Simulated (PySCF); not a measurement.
These are PBE-D3(BJ)/def2-TZVP // r2SCAN-D4/def2-TZVP (PySCF 2.14.0) values and carry that method's errors. Isolated molecules, 0 K electronic values unless said otherwise. One relaxed conformer stands for a flexible species; it need not be the lowest. 

Reference species (SMILES): `B(Br)(Br)Br` (neutral, multiplicity 1).

```yaml
LUMO: -2.94 eV
S1 oscillator strength: 0.000
```

Changed species: `SB(S)S` (3 of 3 Br replaced by SH; the reference has 0 of 3 Br replaced by SH).

Q: What does the change do to the LUMO and S1 oscillator strength?

A: the LUMO rises by 1.36 eV, to -1.58 eV; the S1 oscillator strength stays essentially unchanged.
